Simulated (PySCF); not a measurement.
C₇H₅NSi: full NMR table

- Formula: C7H5NSi
- SMILES: C#C/C=C(\C#C)[SiH2]C#N
- InChI: InChI=1S/C7H5NSi/c1-3-5-7(4-2)9-6-8/h1-2,5H,9H2/b7-5+
- Point group of the computed structure: C1
- Degrees of unsaturation: 7
- Carbon signals: 7
- Proton signals: 4

Structure with atom numbers: `[CH:1]#[C:2]/[CH:3]=[C:4](\[C:5]#[CH:6])[SiH2:7][C:8]#[N:9]`. Each H is labelled by its parent atom.

Theoretical values (PySCF 2.14.0 with density-fitted response routines): σ from GIAO-PBE0/pcSseg-1, structure optimised with GFN2-xTB. A single conformation, gas phase, rapidly exchanging positions averaged, non-relativistic Hamiltonian.

Shifts are taken against calculated references (same method and geometry level): ¹H and ¹³C and ²⁹Si vs TMS; ¹⁵N vs NH3.

| carbon | δC, type | δH (multiplicity) | HMBC from (2–3 bonds) | span of the C tensor (ppm) |
| --- | --- | --- | --- | --- |
| C1 | 104.4, CH | 3.72 (d) | H(C3) | 137 |
| C2 | 85.6, C | – | H(C3), H(C1) | 295 |
| C3 | 142.4, CH | 6.46 (d) | H(Si7), H(C1) | 231 |
| C4 | 133.4, C | – | H(C3), H(Si7), H(C6) | 224 |
| C5 | 85.4, C | – | H(C3), H(Si7), H(C6) | 297 |
| C6 | 105.6, CH | 3.82 (s) | – | 135 |
| C8 | 122.1, C | – | H(Si7) | 336 |

Other nuclei:
```
 atoms  nucleus                          environment  δ (ppm)  σ (ppm)
H(Si7)       ¹H  hydrogen on a silicon bonded to 2 C     4.66    27.06
   Si7     ²⁹Si           silicon bonded to 2 C, 2 H    -67.0    416.1
    N9      ¹⁵N                     nitrile nitrogen    366.9    -99.2
```

1. Carbon types of the structure: 4 × C, 3 × CH, leaving 2 H on heteroatoms.
2. δC 142.4: alkene CH; as expected for a trigonal carbon in a double bond.
3. δC 133.4: fully substituted alkene carbon; an sp2 carbon of a C=C bond.
4. δC 122.1: nitrile carbon; typical of a nitrile.
5. δC 105.6, 104.4: terminal alkyne carbon.
6. δC 85.6, 85.4: alkyne carbon; sp carbons lie upfield of alkene carbons because the cylindrical π system leaves one tensor component strongly shielded.

Shifts are as computed. Against solution values, carbons near 30 ppm lie about +3 ppm off and those near 130 ppm about +5 ppm. Of 1309 compounds with measured shifts, 239 miss one by over three times the rms of a fit or turn the order of signals round; such compounds aren't used in these exercises. Experimental scales use liquid or dissolved standards, which lie at an offset from isolated NH3 (liquid NH3: subtract about 20 ppm). Unscaled 15N shifts of sp2 nitrogen come out 20 to 40 ppm too high even then. Multiplicities follow the n + 1 count of equivalent neighbours, as no J values were calculated; m marks all less simple cases, F and P coupling included.
